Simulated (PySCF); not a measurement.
Computed IR spectrum (relative IR intensity) of a molecule C3H6BF. The structure is a stationary point at PBE-D3(BJ)/def2-SVP. One conformer was computed; it need not be the lowest. All values below come from PySCF 2.14.0 with PBE-D3(BJ)/def2-SVP. Harmonic, unscaled wavenumbers; measured fundamentals usually lie a few per cent lower.

Lines under 2 % of the strongest are left out, and lines within 2 cm⁻¹ are merged.

ν (cm⁻¹): 431 (vw), 612 (w), 884 (w), 893 (vw), 933 (w), 958 (w), 991 (vw), 1054 (vw), 1082 (w), 1151 (w), 1159 (w), 1337 (vw), 1356 (vs), 1386 (w), 1671 (w), 2538 (s), 2901 (w), 3023 (vw), 3066 (w), 3169 (vw) (against the strongest line: vs over 80 %, s over 45 %, m over 15 %, w over 4 %, vw less)

**Question.** Which structure fits?
A) C=CCBF
B) C=CB(C)F
C) FB1CCC1

**Answer.** A, C=CCBF
